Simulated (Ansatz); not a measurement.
Reaction (redistribution): `C=NB(F)[SiH3]` + `N[SiH](O)Br` → `FB([SiH3])Br` + `C=N[SiH](N)O`

Gas-phase electronic energies from Ansatz, PBE0-D4/def2-TZVP geometries. CCSD(T)/CBS is the MP2 limit (def2-TZVPP, def2-QZVPP) plus CCSD(T) − MP2 in def2-TZVPP, frozen cores. Functionals use def2-TZVPP. B3LYP here is the variant with VWN-RPA as its local correlation; programs differ in this. For Br outer-core shells are correlated without core-valence functions, which leaves a few kJ/mol of doubt a bond. Scalar relativity is left out up to krypton. Each species was taken in one conformer, which may not be the lowest.

| level | ΔE (kcal/mol) | difference from CCSD(T)/CBS |
| --- | --- | --- |
| PBE-D4 | 18.1 | 3.8 |
| r2SCAN-D4 | 17.1 | 2.8 |
| PBE0-D4 | 17.4 | 3.1 |
| B3LYP-D4 | 17.0 | 2.7 |
| ωB97M-V | 15.6 | 1.3 |
| PBE | 18.3 | 4.0 |
| r2SCAN | 17.1 | 2.8 |
| PBE0 | 17.6 | 3.3 |
| B3LYP | 17.3 | 3.0 |
| HF/def2-TZVPP | 13.8 | -0.5 |
| MP2/def2-TZVPP | 14.0 | -0.3 |
| SCS-MP2/def2-TZVPP | 13.6 | -0.7 |
| CCSD/def2-TZVPP | 13.6 | -0.7 |
| HF/def2-QZVPP | 13.7 | -0.6 |
| SCS-MP2/def2-QZVPP | 14.0 | -0.3 |
| HF/CBS(def2) | 13.7 | -0.6 |
| CCSD(T)/CBS | 14.3 | 0 |

Largest T1 diagnostic among the species: 0.015.
